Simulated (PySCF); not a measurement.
## Molecular orbitals of NaAs⁺

r²SCAN at R = 3.230 Å; basis Na pcseg-1, As pcseg-1; no relativity; PySCF 2.14. State: ⁴Σ⁻ (quartet), unpaired electrons σ ↑, π ↑↑. Only the outer orbitals are listed, counted within each symmetry.

```json
{"spin": "α", "orbital": "4π", "occ.": "1", "ε (eV)": "-37.20", "on Na (%)": "100", "main shells (%)": "100 Na p"}
{"spin": "α", "orbital": "4π", "occ.": "1", "ε (eV)": "-37.20", "on Na (%)": "100", "main shells (%)": "100 Na p"}
{"spin": "α", "orbital": "9σ", "occ.": "1", "ε (eV)": "-37.19", "on Na (%)": "100", "main shells (%)": "100 Na p"}
{"spin": "α", "orbital": "10σ", "occ.": "1", "ε (eV)": "-20.18", "on Na (%)": "0", "main shells (%)": "100 As s"}
{"spin": "α", "orbital": "11σ", "occ.": "1", "ε (eV)": "-11.33", "on Na (%)": "6", "main shells (%)": "93 As p"}
{"spin": "α", "orbital": "5π", "occ.": "1", "ε (eV)": "-10.82", "on Na (%)": "1", "main shells (%)": "99 As p"}
{"spin": "α", "orbital": "5π", "occ.": "1", "ε (eV)": "-10.82", "on Na (%)": "1", "main shells (%)": "99 As p"}
{"spin": "α", "orbital": "12σ", "occ.": "0", "ε (eV)": "-5.93", "on Na (%)": "95", "main shells (%)": "95 Na s"}
{"spin": "α", "orbital": "6π", "occ.": "0", "ε (eV)": "-3.29", "on Na (%)": "96", "main shells (%)": "96 Na p"}
{"spin": "α", "orbital": "6π", "occ.": "0", "ε (eV)": "-3.29", "on Na (%)": "96", "main shells (%)": "96 Na p"}
{"spin": "β", "orbital": "4π", "occ.": "1", "ε (eV)": "-37.19", "on Na (%)": "100", "main shells (%)": "100 Na p"}
{"spin": "β", "orbital": "4π", "occ.": "1", "ε (eV)": "-37.19", "on Na (%)": "100", "main shells (%)": "100 Na p"}
{"spin": "β", "orbital": "9σ", "occ.": "1", "ε (eV)": "-37.18", "on Na (%)": "100", "main shells (%)": "100 Na p"}
{"spin": "β", "orbital": "10σ", "occ.": "1", "ε (eV)": "-17.14", "on Na (%)": "0", "main shells (%)": "99 As s"}
{"spin": "β", "orbital": "11σ", "occ.": "0", "ε (eV)": "-8.25", "on Na (%)": "13", "main shells (%)": "86 As p, 10 Na s"}
{"spin": "β", "orbital": "5π", "occ.": "0", "ε (eV)": "-7.55", "on Na (%)": "1", "main shells (%)": "99 As p"}
{"spin": "β", "orbital": "5π", "occ.": "0", "ε (eV)": "-7.55", "on Na (%)": "1", "main shells (%)": "99 As p"}
```

Task: Which are the highest filled and the lowest empty level, where do they sit, and how wide is the gap?

Result: Highest filled α 5π at -10.82 eV (in %: 99 As p); lowest empty β 11σ at -8.25 eV (in %: 86 As p, 10 Na s); the gap at r²SCAN is 2.57 eV.

| Quantity | Value |
| --- | --- |
| bond order (Mayer) | 0.15 |
| ⟨S²⟩ | 3.751 |
| charge on Na (Mulliken, basis-dependent) | 0.92 |
| charge on Na (Löwdin, basis-dependent) | 0.82 |
| dipole moment (positive dipole points towards As; it is taken about the centre of mass and depends on that origin) | -10.04 D |

Spin–orbit coupling is left out. The state is the lowest determinant that a PBE0 search found; another state may lie lower at other levels.
